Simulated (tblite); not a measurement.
Species: C₅H₁₅N₂PSi.
Numbering: `[CH3:1][C@@H:2]1[C@@H:3]([SiH3:4])[P@:5]1(=[NH:6])[N:7]([CH3:8])[CH3:9]` (hydrogens: H10, H11, H12 on C1; H13 on C2; H14 on C3; H15, H16, H17 on Si4; H18 on N6; H19, H20, H21 on C8; H22, H23, H24 on C9)

Computed with GFN2-xTB (tblite), gas phase: L-BFGS steps from a force-field or distance-geometry start until the largest atomic force falls under 0.01 eV/Å.

Step 74: E = -773.0127 eV
```
atom  x, y, z in Å  |  force x, y, z in eV/Å
C1      1.3062   -2.0267    0.3355   -0.029   0.046  -0.012
C2      1.2870   -0.6975   -0.3750   -0.026   0.032  -0.006
C3      1.1863    0.5594    0.5608   -0.072   0.057  -0.055
Si4     2.5343    1.8618    0.4343   -0.042  -0.016  -0.002
P5     -0.1204    0.3742   -0.6956   -0.024   0.059  -0.006
N6     -0.1905    1.0602   -2.0990    0.080  -0.160   0.007
N7     -1.4650   -0.2592    0.1706    0.022   0.071   0.045
C8     -2.2129   -1.2474   -0.5817    0.050   0.006   0.025
C9     -2.3029    0.7750    0.7488   -0.020   0.024   0.032
H10     0.4816   -2.0979    1.0432   -0.003   0.015  -0.048
H11     1.2442   -2.8621   -0.3596    0.000   0.017  -0.027
H12     2.2440   -2.1022    0.8880   -0.021  -0.095   0.012
H13     2.0368   -0.6023   -1.1586    0.026   0.000   0.073
H14     0.8713    0.2827    1.5639    0.028   0.036  -0.060
H15     2.1989    2.9414    1.3681    0.002   0.002  -0.018
H16     2.6681    2.3771   -0.9259   -0.038  -0.020   0.016
H17     3.7821    1.2097    0.8390    0.046   0.010   0.009
H18    -0.8068    1.8579   -2.1680   -0.005   0.028   0.047
H19    -1.5021   -1.9059   -1.0825   -0.038  -0.033   0.030
H20    -2.8631   -0.7998   -1.3414   -0.025   0.034  -0.056
H21    -2.8353   -1.8243    0.1067    0.042  -0.021  -0.009
H22    -3.0100    1.2060    0.0267    0.019  -0.021  -0.002
H23    -1.6690    1.5785    1.1273    0.043  -0.015   0.018
H24    -2.8747    0.3612    1.5823   -0.017  -0.058  -0.013
```

Step 75: E = -773.0157 eV
```
atom  x, y, z in Å  |  force x, y, z in eV/Å
C1      1.2962   -2.0272    0.3470   -0.014   0.016  -0.022
C2      1.2855   -0.6995   -0.3660   -0.022   0.004  -0.017
C3      1.1861    0.5593    0.5662   -0.071   0.071  -0.074
Si4     2.5269    1.8677    0.4249   -0.033  -0.012   0.011
P5     -0.1159    0.3759   -0.6962   -0.013   0.048   0.001
N6     -0.1785    1.0541   -2.1030    0.079  -0.137  -0.021
N7     -1.4605   -0.2594    0.1613   -0.028   0.015   0.059
C8     -2.2131   -1.2403   -0.5966    0.022   0.030  -0.023
C9     -2.2909    0.7663    0.7628   -0.026   0.017   0.032
H10     0.4645   -2.1023    1.0458    0.003   0.034  -0.041
H11     1.2414   -2.8616   -0.3503    0.003   0.016  -0.019
H12     2.2301   -2.1026    0.9071   -0.042  -0.096   0.012
H13     2.0381   -0.6158   -1.1473    0.051   0.029   0.066
H14     0.8709    0.2863    1.5703    0.029   0.043  -0.068
H15     2.1877    2.9494    1.3556    0.004   0.000  -0.022
H16     2.6475    2.3779   -0.9388   -0.035  -0.024   0.024
H17     3.7828    1.2288    0.8271    0.036   0.010   0.003
H18    -0.7935    1.8519   -2.1847    0.006   0.015   0.060
H19    -1.5061   -1.8902   -1.1157   -0.040  -0.030   0.068
H20    -2.8702   -0.7857   -1.3483   -0.008   0.037  -0.016
H21    -2.8318   -1.8264    0.0885    0.071  -0.013  -0.022
H22    -3.0013    1.2135    0.0548    0.006  -0.018  -0.018
H23    -1.6503    1.5589    1.1503    0.054   0.013   0.028
H24    -2.8576    0.3405    1.5930   -0.030  -0.066   0.001
```

Step 76: E = -773.0191 eV
```
atom  x, y, z in Å  |  force x, y, z in eV/Å
C1      1.2864   -2.0271    0.3583   -0.001  -0.022  -0.022
C2      1.2841   -0.7012   -0.3573   -0.003  -0.024  -0.016
C3      1.1847    0.5605    0.5700   -0.047   0.063  -0.073
Si4     2.5185    1.8729    0.4157   -0.002   0.003   0.019
P5     -0.1113    0.3776   -0.6973   -0.002   0.025  -0.009
N6     -0.1652    1.0457   -2.1087    0.059  -0.091  -0.042
N7     -1.4565   -0.2575    0.1514   -0.078  -0.043   0.072
C8     -2.2126   -1.2318   -0.6118   -0.019   0.040  -0.064
C9     -2.2800    0.7584    0.7773   -0.023   0.001   0.027
H10     0.4470   -2.1044    1.0473    0.005   0.044  -0.032
H11     1.2386   -2.8604   -0.3412   -0.001   0.012  -0.014
H12     2.2156   -2.1069    0.9274   -0.070  -0.077   0.002
H13     2.0411   -0.6293   -1.1343    0.074   0.060   0.045
H14     0.8733    0.2900    1.5754    0.011   0.050  -0.061
H15     2.1747    2.9574    1.3417    0.008   0.001  -0.020
H16     2.6241    2.3777   -0.9512   -0.028  -0.025   0.023
H17     3.7837    1.2482    0.8148    0.012   0.015  -0.005
H18    -0.7789    1.8447   -2.1983    0.025  -0.005   0.059
H19    -1.5105   -1.8736   -1.1477   -0.030  -0.024   0.095
H20    -2.8770   -0.7712   -1.3556    0.009   0.037   0.025
H21    -2.8263   -1.8279    0.0703    0.090   0.001  -0.033
H22    -2.9937    1.2224    0.0837    0.005  -0.022  -0.016
H23    -1.6310    1.5386    1.1743    0.045   0.035   0.038
H24    -2.8409    0.3171    1.6034   -0.038  -0.055   0.002
```

Step 77: E = -773.0229 eV
```
atom  x, y, z in Å  |  force x, y, z in eV/Å
C1      1.2766   -2.0269    0.3669    0.010  -0.056  -0.031
C2      1.2827   -0.7020   -0.3495    0.021  -0.034  -0.010
C3      1.1822    0.5634    0.5719   -0.005   0.033  -0.050
Si4     2.5112    1.8770    0.4081    0.037   0.029   0.021
P5     -0.1076    0.3795   -0.6983    0.003  -0.019  -0.013
N6     -0.1533    1.0355   -2.1146    0.023  -0.024  -0.073
N7     -1.4540   -0.2542    0.1442   -0.078  -0.112   0.049
C8     -2.2113   -1.2236   -0.6240   -0.064   0.054  -0.076
C9     -2.2715    0.7519    0.7900   -0.002  -0.008   0.033
H10     0.4309   -2.1059    1.0466   -0.010   0.047  -0.015
H11     1.2345   -2.8565   -0.3372   -0.014  -0.006  -0.013
H12     2.2007   -2.1158    0.9433   -0.075  -0.046   0.002
H13     2.0462   -0.6402   -1.1198    0.083   0.087   0.016
H14     0.8762    0.2952    1.5786   -0.018   0.053  -0.037
H15     2.1633    2.9641    1.3288    0.009   0.009  -0.010
H16     2.6007    2.3759   -0.9613   -0.015  -0.021   0.010
H17     3.7856    1.2670    0.8045   -0.014   0.016  -0.013
H18    -0.7634    1.8380   -2.2084    0.048  -0.027   0.047
H19    -1.5134   -1.8607   -1.1700    0.000  -0.019   0.093
H20    -2.8815   -0.7589   -1.3618    0.025   0.030   0.056
H21    -2.8189   -1.8281    0.0561    0.079   0.007  -0.033
H22    -2.9858    1.2303    0.1081   -0.014  -0.011  -0.020
H23    -1.6136    1.5202    1.1957    0.018   0.047   0.052
H24    -2.8285    0.2945    1.6098   -0.046  -0.031   0.012
```

Task: Estimate the geometry and energy of step 78. (The exact step hangs on the optimiser's Hessian estimate; all steps are aligned on step 77, rigid shifts and turns removed.)

Result: E = -773.0263 eV, largest force 0.123 eV/Å
```
atom  x, y, z in Å  |  force x, y, z in eV/Å
C1      1.2677   -2.0265    0.3749    0.006  -0.061  -0.030
C2      1.2822   -0.7028   -0.3431    0.049  -0.021   0.001
C3      1.1787    0.5678    0.5713    0.038  -0.005  -0.018
Si4     2.5061    1.8801    0.4018    0.055   0.048   0.012
P5     -0.1049    0.3801   -0.7012    0.006  -0.049  -0.033
N6     -0.1423    1.0247   -2.1228   -0.009   0.012  -0.064
N7     -1.4532   -0.2526    0.1375   -0.051  -0.102   0.030
C8     -2.2109   -1.2151   -0.6379   -0.074   0.040  -0.049
C9     -2.2645    0.7452    0.8043    0.017  -0.021   0.014
H10     0.4148   -2.1040    1.0455   -0.015   0.037  -0.018
H11     1.2327   -2.8519   -0.3338   -0.034  -0.032  -0.006
H12     2.1848   -2.1240    0.9610   -0.069  -0.014  -0.002
H13     2.0539   -0.6479   -1.1055    0.072   0.100  -0.005
H14     0.8769    0.3030    1.5791   -0.046   0.052  -0.011
H15     2.1552    2.9702    1.3165    0.008   0.022   0.007
H16     2.5806    2.3733   -0.9695    0.001  -0.013  -0.010
H17     3.7868    1.2812    0.7957   -0.029   0.012  -0.016
H18    -0.7512    1.8286   -2.2204    0.062  -0.040   0.033
H19    -1.5144   -1.8485   -1.1900    0.005   0.006   0.076
H20    -2.8862   -0.7450   -1.3680    0.032   0.015   0.065
H21    -2.8097   -1.8286    0.0413    0.039   0.005  -0.035
H22    -2.9806    1.2389    0.1338    0.004  -0.028   0.010
H23    -1.5970    1.5021    1.2182   -0.027   0.031   0.051
H24    -2.8172    0.2714    1.6187   -0.041   0.007  -0.002
```

The energy changes by -0.0034 eV. The first-order estimate −F·Δx gives -0.0048 eV and the mean of the old and new forces, exact on a quadratic surface, -0.0034 eV. The step makes an angle of 81° with the force vector and moves no atom by more than 0.033 Å.

The cost below is that of the whole relaxation. Time: 2.3 s. Hardware: one thread of an Arm Neoverse N1, shared host with 64 logical CPUs at a one-minute load of 65.
